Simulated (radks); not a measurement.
Values are calculated unless marked as measured or tabulated.
Task: Isoelectronic series with 1 electrons, each ion in its NIST ground configuration. Level of theory: Dirac Kohn-Sham, PBE, spin-unpolarised, spherical densities, finite nucleus; Fermi nuclear charge, rms radius of each element as measured or else 0.836 A^(1/3) + 0.57 fm (a radial shooting solver on a logarithmic mesh with Libxc functionals). Total energies (hartree) and orbital eigenvalues (hartree):

| ion | configuration | E (hartree) | 1s1/2 |
|---|---|---|---|
| H | 1s1 | -0.45893 | -0.23860 |
| Be3+ | 1s1 | -7.78743 | -6.83258 |
| Ne9+ | 1s1 | -49.50105 | -47.06780 |
| Al12+ | 1s1 | -83.94900 | -80.77275 |
| S15+ | 1s1 | -127.52049 | -123.5977 |
| K18+ | 1s1 | -180.27978 | -175.6062 |
| Ti21+ | 1s1 | -242.30542 | -236.8758 |

Estimate the row of N6+ (1s1).

Result: E (hartree) -24.12622; 1s1/2 -22.43324.
